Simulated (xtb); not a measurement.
thiourea (CH4N2S), singlet, at a GFN2-xTB geometry, atoms displaced at random by about 0.05 Å a coordinate; GFN1-xTB in xtb.

Input for xtb:
```
$ xtb mol.xyz --gfn 1 --opt extreme --json

# file mol.xyz
8

N      0.78726623    -1.30401500    -0.33796970
C     -0.06390843    -0.24220492    -0.10516181
N     -1.25983873    -0.78630001     0.19100314
S      0.38812094     1.29702173     0.23733625
H      0.65275378    -2.19063965    -0.36830434
H      1.76651668    -0.89001975    -0.46466374
H     -1.61014727    -1.78306599    -0.02807315
H     -2.04833656    -0.07205490     0.35428503
```

### Question
What does xtb print? Leave out banner, timings and long lists.

### Answer

```
   ID    Z sym.   atoms
    1    7 N      1, 3
    2    6 C      2
    3   16 S      4
    4    1 H      5-8

           -------------------------------------------------
          |                Calculation Setup                |
           -------------------------------------------------

           -------------------------------------------------
          |                 G F N 1 - x T B                 |
           -------------------------------------------------

          ...................................................
          :                      SETUP                      :
          :.................................................:
          :  # basis functions                  30          :
          :  # atomic orbitals                  29          :
          :  # shells                           17          :
          :  # electrons                        24          :
          :  # halogen bonds                     0          :
          :  max. iterations                   250          :
          :  Hamiltonian                  GFN1-xTB          :
          :  restarted?                      false          :
          :  GBSA solvation                  false          :
          :  PC potential                    false          :
          :  electronic temp.          300.0000000     K    :
          :  accuracy                    1.0000000          :
          :  -> integral cutoff          0.2500000E+02      :
          :  -> integral neglect         0.1000000E-07      :
          :  -> SCF convergence          0.1000000E-05 Eh   :
          :  -> wf. convergence          0.2000000E-04 e    :
          :  Broyden damping             0.4000000          :
          :  net charge                          0          :
          :  unpaired electrons                  0          :
          ...................................................

 iter      E             dE          RMSdq      gap      omega  full diag
   1    -14.3971529 -0.143972E+02  0.696E+00    4.59       0.0  T
   2    -14.4507299 -0.535769E-01  0.464E+00    2.66       1.0  T
   3    -14.4597745 -0.904465E-02  0.242E+00    3.69       1.0  T
   4    -14.4708754 -0.111009E-01  0.152E-01    3.13       1.0  T
   5    -14.4710361 -0.160743E-03  0.331E-02    3.19       1.1  T
   6    -14.4710395 -0.332746E-05  0.344E-03    3.18      10.3  T
   7    -14.4710395 -0.261811E-07  0.612E-04    3.18      57.7  T
[...]
 * total energy  :   -14.3636388 Eh     change       -0.1239511E-03 Eh
 * total energy  :   -14.3636956 Eh     change       -0.5679366E-04 Eh
 * total energy  :   -14.3637548 Eh     change       -0.5912347E-04 Eh
 * total energy  :   -14.3637769 Eh     change       -0.2216012E-04 Eh
 * total energy  :   -14.3637869 Eh     change       -0.9955689E-05 Eh
 * total energy  :   -14.3637896 Eh     change       -0.2716883E-05 Eh
 * total energy  :   -14.3637915 Eh     change       -0.1925466E-05 Eh
 * total energy  :   -14.3637919 Eh     change       -0.3337621E-06 Eh
 * total energy  :   -14.3637920 Eh     change       -0.1930376E-06 Eh
 * total energy  :   -14.3637921 Eh     change       -0.9928168E-07 Eh
 * total energy  :   -14.3637922 Eh     change       -0.1415794E-07 Eh
 * total energy  :   -14.3637922 Eh     change       -0.8677517E-08 Eh
   *** GEOMETRY OPTIMIZATION CONVERGED AFTER 21 ITERATIONS ***
         :: total energy             -14.363792169938 Eh    ::
[...]
        22                          0.0810915               2.2066
        23                          0.1947304               5.2989
       ...                                ...                  ...
        29                          0.5852475              15.9254
      -------------------------------------------------------------
                  HL-Gap            0.1136080 Eh            3.0914 eV
             Fermi-level           -0.2989204 Eh           -8.1340 eV

  Mulliken/CM5 charges         n(s)   n(p)   n(d)
     1N    -0.44070 -0.89080   1.429  4.012  0.000
     2C     0.34648  0.48211   1.029  2.625  0.000
     3N    -0.44073 -0.89083   1.429  4.012  0.000
     4S    -0.33496 -0.34644   1.918  4.427 -0.010
     5H     0.21723  0.41237   0.783  0.000  0.000
     6H     0.21773  0.41060   0.782  0.000  0.000
     7H     0.21722  0.41237   0.783  0.000  0.000
     8H     0.21773  0.41060   0.782  0.000  0.000

Wiberg/Mayer (AO) data.
largest (>0.10) Wiberg bond orders for each atom

 ---------------------------------------------------------------------------
     #   Z sym  total        # sym  WBO       # sym  WBO       # sym  WBO
 ---------------------------------------------------------------------------
     1   7 N    3.176 --     2 C    1.153     5 H    0.930     6 H    0.926
                             4 S    0.119
     2   6 C    3.919 --     4 S    1.589     1 N    1.153     3 N    1.153
     3   7 N    3.176 --     2 C    1.153     7 H    0.930     8 H    0.926
                             4 S    0.119
     4  16 S    1.915 --     2 C    1.589     1 N    0.119     3 N    0.119
     5   1 H    0.958 --     1 N    0.930
     6   1 H    0.979 --     1 N    0.926
     7   1 H    0.958 --     3 N    0.930
     8   1 H    0.979 --     3 N    0.926
 ---------------------------------------------------------------------------

Topologies differ in total number of bonds
Writing topology from bond orders to xtbtopo.mol

 dipole moment from electron density (au)
     X       Y       Z
  -0.3987  -1.6194  -0.1924  total (Debye):    4.267

optimized geometry written to: xtbopt.xyz

           -------------------------------------------------
          | TOTAL ENERGY              -14.363792169938 Eh   |
          | GRADIENT NORM               0.000047208348 Eh/α |
          | HOMO-LUMO GAP               3.091431108903 eV   |
           -------------------------------------------------

normal termination of xtb
```
